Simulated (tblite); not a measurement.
Compound: C₄H₉N₃Si.
Numbering: `[H]/[N:8]=[CH:7]\[CH2:6][NH:5][CH2:4][SiH2:3][C:2]#[N:1]` (hydrogens: H9, H10 on Si3; H11, H12 on C4; H13 on N5; H14, H15 on C6; H16 on C7; H17 on N8)

Geometry (GFN2-xTB, Å), atoms numbered from 1 in this order:
```
atom  x, y, z in Å
N1     4.647    0.395   -1.327
C2     3.749    0.269   -0.627
Si3    2.280    0.067    0.510
C4     0.737    0.131   -0.608
N5    -0.451    0.007    0.217
C6    -1.688   -0.050   -0.538
C7    -2.866   -0.291    0.367
N8    -2.848   -0.645    1.567
H9     2.309    1.207    1.433
H10    2.401   -1.221    1.190
H11    0.723    1.041   -1.233
H12    0.744   -0.716   -1.301
H13   -0.499    0.784    0.870
H14   -1.624   -0.895   -1.236
H15   -1.871    0.858   -1.143
H16   -3.840   -0.139   -0.091
H17   -1.909   -0.791    1.941
```

Computed values, GFN2-xTB/tblite, gas phase, harmonic and unscaled. Errors from tens to a few hundred cm⁻¹ against measured bands are possible. Modes of hydrogen on silicon can be 10 to 20 % off. One conformer, not necessarily the lowest.

Harmonic wavenumbers (cm⁻¹): 28.6, 53.1, 83.7, 95.2, 137.5, 175.7, 257.4, 265.3, 304.3, 349.5, 464.4, 552.2, 599.2, 617.4, 664.5, 709.3, 755.8, 764.0, 784.3, 836.4, 942.1, 995.0, 1071.6, 1089.6, 1122.4, 1153.7, 1184.5, 1234.4, 1269.7, 1315.8, 1345.9, 1410.4, 1451.9, 1481.4, 1749.4, 2237.5, 2289.9, 2353.8, 2792.5, 2802.7, 2923.7, 2942.5, 3000.9, 3305.4, 3342.7.

A = 6648, B = 557.8, C = 523.0 MHz; mass 127.057 u (most abundant isotopes); point group C1, symmetry number 1.

**Question.** What is the zero-point energy?

**Answer.** Half the sum of the wavenumbers: 27654 cm⁻¹ = 330.81 kJ/mol.

**Question.** What is S at 500 K and 1 bar for an ideal gas of classical rigid rotors and harmonic oscillators?

**Answer.** Translation 180.02, rotation 129.86, vibration 221.77: S = 531.7 J/(mol K).

**Question.** And Cp and H(500 K) − H(0)?

**Answer.** Cp = 225.19 J/(mol K), of which vibrations give 191.93 (their classical limit is 45 R = 374.2); H(500 K) − H(0) = 69.65 kJ/mol without the zero-point energy, 53.02 from vibrations.

**Question.** Which modes carry the vibrational entropy at 500 K?

**Answer.** 28.6 cm⁻¹: 29.08; 53.1 cm⁻¹: 23.94; 83.7 cm⁻¹: 20.17; 95.2 cm⁻¹: 19.11; 137.5 cm⁻¹: 16.08; 175.7 cm⁻¹: 14.07 J/(mol K); the other 39 give 99.32 together.

**Question.** What must be added to the electronic energy to get the Gibbs energy at 500 K and 1 bar?

**Answer.** ZPE + [H(500 K) − H(0)] − T·S = 330.81 + 69.65 − 265.83 = 134.63 kJ/mol.

Hindered rotation and anharmonicity are outside this model. Other conformers, if any are populated, would add a mixing term that is left out. The structure is chiral; the term R ln 2 for an equal mix with its mirror image is left out.
